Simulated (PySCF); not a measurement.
Gas-phase thermal properties of B₃O₃H₃

Method: PySCF energies (xtb for GFN2) plus ideal-gas RRHO corrections (1 bar). The comparison is the NASA 1993 polynomial table, which mixes measured and estimated data. 6-31G* has spherical d functions here. All species are closed-shell singlets. B3LYP is the form with VWN-RPA correlation. The harmonic model lacks anharmonicity and excited electronic states, which grow with temperature; levels with a mode under 35 cm⁻¹ are left out. The table's entry may be an old estimate for B₃O₃H₃ (not checked at source).

```csv
level,point group,σ,ZPE (kJ/mol),S°298 (J/mol/K),Cp298 (J/mol/K),S°1000 (J/mol/K),H1000 − H298 (kJ/mol)
table,-,-,-,291.9,87.8,449.4,97.2
B3LYP/6-31G*,D3h,6,145.7,286.1,81.9,440.6,95.8
GFN2-xTB,D3h,6,136.2,287.0,87.2,448.6,99.7
HF/6-31G*,D3h,6,154.1,283.1,77.6,431.9,92.7
PBE/def2-SVP,D3h,6,140.4,288.1,84.3,445.6,97.5
PBE0/def2-TZVP,D3h,6,144.5,286.9,82.3,441.8,96.1
```
σ: rotational symmetry number. Electronic degeneracy used: 1. Frequencies are unscaled.
